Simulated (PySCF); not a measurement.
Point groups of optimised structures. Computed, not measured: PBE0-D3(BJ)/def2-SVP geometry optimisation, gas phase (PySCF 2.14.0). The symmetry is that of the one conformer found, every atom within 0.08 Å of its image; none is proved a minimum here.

Q: What symmetry has `[O:1]=[C:2]([OH:3])[c:4]1[cH:5][cH:6][cH:7][s:8]1` with O1–C2–O3–H 0°, O1–C2–C4–C5 0°?

A: Cs; asymmetric top; symmetry number 1; 2 operations, which sort the 12 atoms into 12 sets; dipole 1.78 D, in the ab plane, which is the mirror; heavy atoms equivalent by symmetry: none.

Q: `[Cl:1][c:2]1[cH:3][cH:4][c:5][s:6]1` (doublet state): symmetry, top, dipole?

A: Cs; asymmetric top; symmetry number 1; 2 operations, which sort the 8 atoms into 8 sets; dipole 0.98 D, in the ab plane, which is the mirror; A, B, C = 5316, 1950, 1426 MHz; heavy atoms equivalent by symmetry: none.

Q: What symmetry has `[O:1]=[CH:2][O:3][c:4]1[cH:5][cH:6][cH:7][s:8]1` with O1–C2–O3–C4 0°, C2–O3–C4–C5 -1°?

A: Cs; asymmetric top; symmetry number 1; 2 operations, which sort the 12 atoms into 12 sets; dipole 1.09 D, in the ab plane, which is the mirror; A, B, C = 4244, 1285, 986.2 MHz.

Q: `[CH3:1][S:2][CH3:3]` with H–C1–S2–C3 -61° (nearest H), H–C3–S2–C1 61° (nearest H): symmetry, top, dipole?

A: C2v; asymmetric top; symmetry number 2; 4 operations, which sort the 9 atoms into 4 sets; dipole 1.55 D, along b, the twofold axis; A, B, C = 17948, 7542, 5701 MHz.

Q: `[SiH3:1][NH:2][c:3]1[cH:4][cH:5][c:6]([Br:7])[cH:8][cH:9]1` with Si1–N2–C3–C4 0°, H–Si1–N2–C3 -60° (nearest H): symmetry, top, dipole?

A: Cs; near-prolate asymmetric top; symmetry number 1; 2 operations, which sort the 17 atoms into 16 sets; dipole 2.91 D, in the ab plane, which is the mirror; A, B, C = 4171, 335.8, 311.9 MHz; heavy atoms equivalent by symmetry: none.

Q: `[F][GaH2]`: symmetry, top, dipole?

A: C2v; near-prolate asymmetric top; symmetry number 2; 4 operations, which sort the 4 atoms into 3 sets; dipole 2.13 D, along a, the twofold axis; A, B, C = 123337, 10520, 9693 MHz.

Q: Point group, rotor type and polarity of TiFCl3, `[F][Ti]([Cl])([Cl])[Cl]`?

A: C3v; oblate symmetric top; symmetry number 3; 6 operations, which sort the 5 atoms into 3 sets; dipole 0.11 D, along the axis; A, B, C = 1600, 1591, 1164 MHz.
